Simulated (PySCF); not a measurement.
A structure optimised at PBE0-D3(BJ)/def2-TZVP, used in a PySCF frequency run:

```xyz
8

Al    -0.0834     1.1721     0.0000
H     -1.6599     1.3682     0.0000
H      0.8992     2.4192     0.0000
C      0.5695    -0.6526     0.0000
C     -0.3035    -1.6650     0.0000
H      1.6270    -0.9168     0.0000
H      0.0003    -2.7106     0.0000
H     -1.3782    -1.4925     0.0000
```
Charge 0, spin multiplicity 1.

Question: Write its SMILES, formula and point group.

Answer: C=[CH][AlH2], C2H5Al, Cs

Question: What are its rotational constants (standard atomic weights)?

Answer: 37.836, 5.3956, 4.7222 GHz
